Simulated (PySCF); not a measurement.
Radial density of B⁺ (boron, charge +1)

UHF, [He] 2s2, closed-shell 1S. Computed with PySCF 2.14 in aug-cc-pVDZ, with the non-relativistic Hamiltonian (point nucleus).

| r (bohr) | 4πr²ρ (e/bohr) |
| --- | --- |
| 0.00670 | 0.03801 |
| 0.0113 | 0.1032 |
| 0.0190 | 0.2695 |
| 0.0319 | 0.6719 |
| 0.0536 | 1.531 |
| 0.0902 | 3.029 |
| 0.152 | 4.703 |
| 0.255 | 4.924 |
| 0.429 | 2.700 |
| 0.722 | 0.8231 |
| 1.21 | 1.119 |
| 2.04 | 0.8764 |
| 3.44 | 0.1243 |
| 5.78 | 0.001270 |
| 9.72 | 1.771e-05 |
